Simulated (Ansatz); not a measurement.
A nudged elastic band was laid between two geometries of F2H2Si + H4Si (10 atoms, charge 0, multiplicity 1).

Theory: RKS PBE/def2-SVP (Ansatz 0.2.0).

```
movable images  : 7
climbing image  : yes
spring          : 5.0 eV/Å²
optimiser       : quadratic models (default)
start path      : through a guess of the saddle point
force threshold : 0.05 eV/Å
iteration limit : 60
end points      : relaxed
```

Initial state:

```xyz
10
Properties=species:S:1:pos:R:3
Si 0.769 -0.092 -0.284
H 1.491 -0.278 1.009
H 1.626 0.362 -1.418
F -0.410 1.014 -0.063
F 0.060 -1.497 -0.695
Si -3.107 0.101 1.445
H -2.646 -0.951 0.478
H -4.350 -0.380 2.143
H -3.414 1.377 0.715
H -2.037 0.344 2.471
```

Final state:

```xyz
10
Properties=species:S:1:pos:R:3
Si -0.458 -0.219 -0.569
H 0.189 0.626 2.809
H 0.795 0.073 0.202
F -0.508 0.816 -1.834
F -0.315 -1.728 -1.186
Si -2.491 -0.076 0.601
H -3.613 -0.385 -0.351
H -2.506 -1.067 1.732
H -2.670 1.312 1.151
H -0.442 0.648 3.247
```

Problem. What changes between the two ends?

Solution. Bonds broken: Si1–H2, Si6–H10. Bonds formed: Si1–Si6, H2–H10. F2H2Si + H4Si becomes F2H4Si2 + H2.

Problem. What energy profile does the band end with?

Solution. It converged. The highest image is number 4 of 0 to 8, 61.4 kcal/mol above the first end and 54.5 kcal/mol above the last; the last end lies 6.9 kcal/mol above the first. Neighbouring images differ by up to 2.2 eV, so the band resolves the path poorly. A vibrational analysis at the climbing image gives 2 clearly imaginary modes (1292i, 119i cm⁻¹): a point of higher order, so a lower path passes nearby. The orbitals stay closed-shell, which can raise the energy where a bond breaks towards radicals; this wasn't checked here.

| image | path coordinate (Å) | energy (kcal/mol) | Si1–H2 (Å) | Si6–H10 (Å) | Si1–Si6 (Å) |
| --- | --- | --- | --- | --- | --- |
| 0 | 0.00 | 0.0 | 1.49 | 1.50 | 4.25 |
| 1 | 1.06 | 0.2 | 1.49 | 1.50 | 4.09 |
| 2 | 2.12 | 1.2 | 1.49 | 1.50 | 3.80 |
| 3 | 3.18 | 11.2 | 1.50 | 1.51 | 3.22 |
| 4 | 4.24 | 61.4 | 1.75 | 1.96 | 2.60 |
| 5 | 5.15 | 25.0 | 2.34 | 2.42 | 2.39 |
| 6 | 6.05 | 9.9 | 2.90 | 2.82 | 2.36 |
| 7 | 6.96 | 7.1 | 3.47 | 3.39 | 2.35 |
| 8 | 7.86 | 6.9 | 3.54 | 3.42 | 2.35 |

Problem. What is the geometry of the highest image?

Solution. 
```xyz
10
Properties=species:S:1:pos:R:3
Si -0.133 -0.018 0.034
H 0.385 0.134 1.694
H 1.295 0.313 -0.259
F -0.828 1.018 -1.050
F -0.264 -1.622 -0.246
Si -2.567 0.022 0.954
H -3.271 -0.589 -0.226
H -2.863 -0.814 2.176
H -3.073 1.420 1.188
H -0.700 0.135 1.535
```

The band took 17 iterations and about 6 core-minutes.

The run took 2.9 min on 2 threads of Arm Neoverse V2, with other jobs on the host, peak memory 0.13 GiB.
